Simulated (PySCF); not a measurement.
# Vibration and rotation of BeP⁺

UHF-CCSD(T) constants of BeP⁺, ³Σ⁻ (triplet), unpaired electrons π ↑↑ (Be cc-pVDZ, P cc-pV(D+d)Z; no relativity (PySCF 2.14); masses 9.0122 and 30.9738 u):

- ωe: 601.9 cm⁻¹
- ωexe: 6.55 cm⁻¹
- Be: 0.56307 cm⁻¹
- αe: 0.00722 cm⁻¹
- De to Be⁺ + P: 2.33 eV

(1) What force constant and bond length do these constants imply?

(2) Estimate the centrifugal constant D from the Kratzer relation and find the Dunham coefficient a1.

Correlated steps freeze 5 core orbitals. Correlated levels converge slowly with the basis: in double zeta they bind strong bonds too weakly, by up to about 1 eV, and carry superposition errors of some tenths. For an ion De counts to the pair picked by the measured ionisation energies or electron affinities, which need not be the lowest pair at this level. The state is the lowest determinant that a PBE0 search found; another state may lie lower at other levels.

Results:

(1) Reduced mass μred = 6.9810 u; k = 5.8918×10⁻⁷·μred·ωe² (u, cm⁻¹, mdyn/Å) = 1.49 mdyn/Å; Re = √(16.8576/(μred·Be)) (u, cm⁻¹, Å) = 2.071 Å.

(2) D = 4Be³/ωe² = 1.97e-06 cm⁻¹; a1 = −1 − αeωe/(6Be²) = -3.28.
